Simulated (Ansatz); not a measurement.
Ansatz (a program for electronic structure) input file for iodine monochloride (ClI), SMILES ClI, CAM-B3LYP/def2-TZVPD. Geometry: B3LYP-D3(BJ)/def2-TZVP. The def2 effective core potentials stand for the cores of I; spin–orbit coupling is left out.

Ansatz 0.2 input:
```yaml
crystal:
  periodic: [false, false, false]
  atoms:
    - {symbol: Cl, position_ang: [0.00000000, 0.00000000, -1.77529727]}
    - {symbol: I, position_ang: [0.00000000, 0.00000000, 0.56943497]}
basis:
  gaussian:
    orbitals: def2-TZVPD
hamiltonian:
  xc: {name: CAM-B3LYP}
```

It prints:

```
Functional definition: CAM-B3LYP
integrals: 0.04 GiB planned
739 factors; their error is unknown
integrals: 0.07 GiB planned
184 factors; integrals over basis functions are off by at most 2.8e-4 eV
mean field: 0.37 GiB planned
mean field evaluation 1: about -20623.9742 eV, gradient 1.1e1 eV
mean field evaluation 2: about -20624.0603 eV, gradient 1.0e1 eV
mean field evaluation 4: about -20624.2698 eV, gradient 5.5e-1 eV
mean field evaluation 8: about -20624.4658 eV, gradient 5.3e-1 eV
mean field evaluation 16: about -20624.4661 eV, gradient 5.6e-5 eV
mean field -20624.46608788 eV, -757.9351489643 hartree, gradient 5.6e-5 eV, S^2 0.000000; 0 other end points of the search recorded, 0 dependent functions left out
reference -20624.46618953 eV, -757.9351527000 hartree; 21, 21 occupied and 84, 84 virtual orbitals, 739 factors
Total energy: -20624.46618953 eV, -757.9351527000 hartree
```

Self-consistency was reached.
